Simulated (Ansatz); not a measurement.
Reactions of fluoromethane.

Program: Ansatz. Geometries: PBE0-D4/def2-TZVP. ΔE: electronic, gas phase. CCSD(T)/CBS adds triple-zeta CCSD(T) − MP2 to the extrapolated MP2 energy (def2 sets, frozen cores). Small cases extrapolate CCSD(T) itself. Functionals use def2-TZVPP. No spin–orbit coupling; open shells (•) take unrestricted orbitals. Spin–orbit coupling would lower the free atoms: a little for C, F. One conformer a species, not always the lowest.

| reaction | CCSD(T)/CBS(def2) (kcal/mol) |
| --- | --- |
| `CF` → C• + F• + 3 H• | 422.3 |
| `CF` → `[CH2]F`• + H• | ? |
| `CF` + `C1N[SiH2]1` → `C[SiH]1CN1` + H–F | -24.8 |
| `CF` + `N#CO` → `COC#N` + H–F | ? |
| `CF` → `[CH3]`• + F• | 115.0 |
| `CF` → `[CH2]` (triplet) + H–F | 90.0 |
| `CF` → `[CH]F` + H₂ | 100.5 |

Fill in the missing values. (An estimate is asked.)

Computed: `CF` → `[CH2]F`• + H•: +109.0 kcal/mol; `CF` + `N#CO` → `COC#N` + H–F: -4.3 kcal/mol.

Largest T1 diagnostic: 0.018, for `[CH]F`.

Extrapolated directly: `CF` → C• + F• + 3 H•; `CF` → `[CH2]F`• + H•; `CF` → `[CH3]`• + F•; `CF` → `[CH2]` (triplet) + H–F; `CF` → `[CH]F` + H₂.
